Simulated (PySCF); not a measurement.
A calculated (UHF, PySCF 2.14, aug-cc-pVDZ-DK, scalar relativity by spin-free X2C-1e) atom or ion has these occupied shells.

| shell | electrons | orbital energy (eV) | rms radius, mean of both spins (bohr) |
| --- | --- | --- | --- |
| 1s α | 1 | -6615.8 | 0.0703 |
| 1s β | 1 | -6615.8 | 0.0703 |
| 2s α | 1 | -822.61 | 0.302 |
| 2s β | 1 | -818.95 | 0.302 |
| 2p α | 3 | -696.34 | 0.273 |
| 2p β | 3 | -692.67 | 0.273 |
| 3s α | 1 | -128.75 | 0.917 |
| 3s β | 1 | -117.57 | 0.917 |
| 3p α | 3 | -92.294 | 0.986 |
| 3p β | 3 | -78.711 | 0.986 |
| 3d α | 5 | -34.881 | 1.25 |

Task: Name the element and its charge.

Result: Mn²⁺ (manganese, charge +2), in [Ar] 3d5, high-spin 6S determinant.
